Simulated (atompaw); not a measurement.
## Al: one change to a PAW (atompaw) potential, before and after

Al, PAW, made with atompaw 4.2.0.5 (PBE, scalar-relativistic). Core [He], reference 2s2 2p6 3s2 3p0 (charge +1). Waves: 2s (bound): rc 0.90 bohr; 3s (bound): rc 1.25 bohr; 2p (bound): rc 0.70 bohr; 3p (bound, empty): rc 1.25 bohr; 3d channel at 0.5 Ry: rc 1.25 bohr; 3d channel at 2.2 Ry: rc 1.25 bohr. Local part: bessel scheme, radius 1.20 bohr. Core correction: smooth core density matched at 0.80 bohr. Augmentation charge: besselshape compensation charge, radius 1.00 bohr; PAW radius 1.25 bohr; waves and projectors: custom rrkj vanderbiltortho.

Change: wave 2p (bound): rc 0.70 bohr becomes 2p (bound): rc 1.10 bohr.

Cutoffs: the cutoffs (Ry, on a coarse ladder) from which the occupation-weighted sum of valence levels, in a spherical-Bessel basis at the reference potential, stays within 10 and 1 mRy of its value at 400 Ry; they do not see the model core or the augmentation charge, which bear on the density cutoff.

Q: What does the change do?

A: The potential gets softer (180 Ry and 300 Ry → 70 Ry and 140 Ry); the range in which the p phases agree widens (upper end 2.6 → at the end of the scan); neither file shows a bound ghost.

| quantity | base | changed |
| --- | --- | --- |
| cutoff, loose | 180 Ry | 70 Ry |
| cutoff, tight | 300 Ry | 140 Ry |
| loose cutoff by channel (10 mRy a level) | s 55 Ry, p 140 Ry | s 55 Ry, p 55 Ry |
| bound ghosts | none | none |
| s: phases at 1.26 bohr within 0.05 rad from the reference energy up to (Ry; the scan ends near 5) | to the end of the scan | to the end of the scan |
| p: phases at 1.26 bohr within 0.05 rad from the reference energy up to (Ry; the scan ends near 5) | 2.6 | to the end of the scan |
| d: phases at 1.26 bohr within 0.05 rad from the reference energy up to (Ry; the scan ends near 5) | to the end of the scan | to the end of the scan |
| lowest overlap eigenvalue by channel | s 0.10, p 0.02, d 0.97 | s 0.10, p 0.12, d 0.97 |

 The cutoffs see the waves, projectors and local potential, not the compensation charge or the core.
